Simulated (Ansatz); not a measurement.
`[CH3][Al]([CH3])[SnH3]`, relaxed with RKS PBE0-D4/def2-TZVP in Ansatz from a PBE-D4/def2-SVP geometry. The force threshold is 0.005 eV/Å; the program also tests the step.

The species carries charge 0 and has multiplicity 1. Sn takes the def2 core potential.

Start:

```xyz
13

C    -0.290   -2.110    0.020
Al   -0.218   -0.141    0.074
C    -1.812    0.880    0.622
Sn    2.016    1.165   -0.617
H     0.652   -2.587   -0.320
H    -0.531   -2.515    1.028
H    -1.108   -2.454   -0.652
H    -2.141    0.565    1.637
H    -1.668    1.979    0.640
H    -2.665    0.661   -0.058
H     3.347    0.138   -1.052
H     2.620    2.188    0.651
H     1.798    2.232   -1.972
```

```tsv
step	energy (eV)	largest force (eV/Å)	largest move (Å)
1	-14644.7120	0.466	0.000
2	-14644.7460	0.178	0.061
3	-14644.7530	0.062	0.028
4 (rejected)	-14644.7517	0.092	0.028
5	-14644.7533	0.002	0.006
```

End:

```xyz
13

C    -0.290   -2.095    0.020
Al   -0.221   -0.142    0.068
C    -1.800    0.871    0.617
Sn    2.006    1.158   -0.611
H     0.639   -2.558   -0.319
H    -0.519   -2.492    1.016
H    -1.097   -2.434   -0.639
H    -2.124    0.562    1.618
H    -1.647    1.952    0.633
H    -2.639    0.661   -0.056
H     3.318    0.141   -1.042
H     2.597    2.167    0.645
H     1.778    2.207   -1.951
```

It took 21 s on 4 threads of an Arm Neoverse V1 on a shared host, with 0.58 GiB of host memory at the peak.
